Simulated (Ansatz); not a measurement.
Calculated with Ansatz (gas phase, PBE0-D4/def2-TZVP geometries, no zero-point term in ΔE). CBS: MP2 limit from def2 TZ/QZ plus the TZ coupled-cluster correction, frozen cores. Functionals use def2-TZVPP. Each species was taken in one conformer, which may not be the lowest.

Reaction (isomerisation): `CB(F)[SiH2]O` → `OBC(F)[SiH3]`

```csv
level,ΔE (kJ/mol)
PBE-D4,163.9
ωB97M-V,164.7
```

Question: What does CCSD(T)/CBS give? (Estimate.)

Answer: The calculation gave: +174.1 kJ/mol. The listed levels differ from it by -10.2, -9.4 kJ/mol.

Largest T1 diagnostic among the species: 0.013.

From PBE to PBE0 (25 % exact exchange), in def2-TZVPP and without D4, ΔE moves by +4.6 kJ/mol.
